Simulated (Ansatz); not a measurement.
```yaml
crystal:
  periodic: [false, false, false]
  atoms:
    - {symbol: O, position_ang: [-1.909519, 0.651595, 1.316894]}
    - {symbol: Si, position_ang: [-0.326536, 0.579653, 1.025195]}
    - {symbol: F, position_ang: [0.304594, 2.027263, 0.956688]}
    - {symbol: F, position_ang: [0.435757, -0.150553, 2.201987]}
    - {symbol: O, position_ang: [-0.107487, -0.192003, -0.347882]}
    - {symbol: Si, position_ang: [0.784293, -0.865815, -1.548511]}
    - {symbol: H, position_ang: [-2.217290, 1.093271, 2.109017]}
    - {symbol: H, position_ang: [-0.151239, -1.364233, -2.582990]}
    - {symbol: H, position_ang: [1.687666, 0.157924, -2.128174]}
    - {symbol: H, position_ang: [1.582963, -1.988302, -0.999124]}
basis:
  gaussian: {orbitals: def2-mTZVP}
total_charge: -2
hamiltonian: {xc: {name: wB97X-V}}
output: {forces: true}
```

```sh
$ ansatz run in.yaml --threads 4 --pin off --events-out ev --progress --plain --max-ram 10444MiB
```

Output, abridged:

```
Functional definition: wB97X-V
1212 factors; their error is unknown
377 factors; integrals over basis functions are off by at most 1.0e-5 eV
mean field evaluation 1: about -25339.7911 eV, gradient 4.3e1 eV
mean field evaluation 2: about -25339.2488 eV, gradient 4.8e1 eV
mean field evaluation 4: about -25345.7320 eV, gradient 4.6e0 eV
mean field evaluation 8: about -25345.8034 eV, gradient 2.3e-1 eV
mean field evaluation 16: about -25345.9062 eV, gradient 1.6e-3 eV
mean field -25345.90619638 eV, -931.4448726446 hartree, gradient 5.0e-5 eV, S^2 0.000000; 0 other end points of the search recorded, 0 dependent functions left out
reference -25345.90619417 eV, -931.4448725634 hartree; 34, 34 occupied and 108, 108 virtual orbitals, 1212 factors
Total energy: -25345.90619417 eV, -931.4448725634 hartree
Atom 0 at    -1.909519     0.651595     1.316894 Å, force    -0.908766    -0.806621    -1.299090 eV/Å
Atom 1 at    -0.326536     0.579653     1.025195 Å, force    -0.676614    -0.631156    -1.005011 eV/Å
Atom 2 at     0.304594     2.027263     0.956688 Å, force     0.892187     1.884004     0.225035 eV/Å
Atom 3 at     0.435757    -0.150553     2.201987 Å, force     1.042547    -0.663676     1.686269 eV/Å
Atom 4 at    -0.107487    -0.192003    -0.347882 Å, force    -0.887881     0.068460     0.097450 eV/Å
Atom 5 at     0.784293    -0.865815    -1.548511 Å, force     1.002486    -0.626153    -1.104022 eV/Å
Atom 6 at    -2.217290     1.093271     2.109017 Å, force    -0.658263     0.989797     1.782493 eV/Å
Atom 7 at    -0.151239    -1.364233    -2.582990 Å, force    -0.252285    -0.112264    -0.236525 eV/Å
Atom 8 at     1.687666     0.157924    -2.128174 Å, force     0.235096     0.174255    -0.192356 eV/Å
Atom 9 at     1.582963    -1.988302    -0.999124 Å, force     0.211493    -0.276646     0.045758 eV/Å
Dipole moment:    -0.053838     0.594806     1.007780 e Å
```

Task: What is wrong with this run?

Result: The charge is far from anything that the molecule holds. The calculation finished and met its thresholds. The result belongs to that input, not to the molecule as meant.
